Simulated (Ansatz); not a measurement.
Reaction (isomerisation): `F[SiH](Cl)O[SiH2]Cl` → `O[Si@H](Cl)[Si@H](F)Cl`

Isolated molecules relaxed with PBE0-D4/def2-TZVP in Ansatz; ΔE leaves out vibrations. CBS: MP2 limit from def2 TZ/QZ plus the TZ coupled-cluster correction, frozen cores. DFT in def2-TZVPP. One conformer a species, not always the lowest.

`F[SiH](Cl)O[SiH2]Cl`:

Cartesian coordinates in Å:
```
F -1.154 1.431 -2.023
Si -0.337 0.177 -1.511
Cl 1.629 0.506 -1.905
O -0.574 0.041 0.077
Si 0.090 -0.109 1.561
Cl 1.114 -1.876 1.677
H -0.806 -1.016 -2.223
H 1.048 0.987 1.804
H -1.009 -0.142 2.543
```

`O[Si@H](Cl)[Si@H](F)Cl`:

Cartesian coordinates in Å:
```
O 0.211 1.456 1.427
Si 0.239 1.021 -0.148
Cl -1.300 1.892 -1.207
Si -0.074 -1.294 -0.391
F -1.241 -1.713 0.621
Cl 1.630 -2.281 0.163
H -0.524 1.164 1.970
H 1.516 1.522 -0.694
H -0.457 -1.767 -1.741
```

CCSD(T)/CBS gives +150.5 kJ/mol.

Question: Another level gave +117.5 kJ/mol. Which?
A. ωB97X-V/def2-TZVPP
B. ωB97M-V/def2-TZVPP
C. PBE/def2-TZVPP
D. PBE0-D4/def2-TZVPP

Answer: C. PBE 117.5, ωB97X-V 144.8, ωB97M-V 150.7, PBE0-D4 130.6 kJ/mol.

Largest T1 diagnostic among the species: 0.011.

In def2-TZVPP, CCSD(T) changes the Hartree–Fock value by −23.4 kJ/mol (the triples alone add −3.8 kJ/mol) and MP2 by −17.8 kJ/mol. From PBE to PBE0 (25 % exact exchange), in def2-TZVPP and without D4, ΔE moves by +12.9 kJ/mol.

CCSD(T)/CBS has its own doubt, a few kJ/mol and more with outer-core shells, so smaller differences from it don't rank the levels.
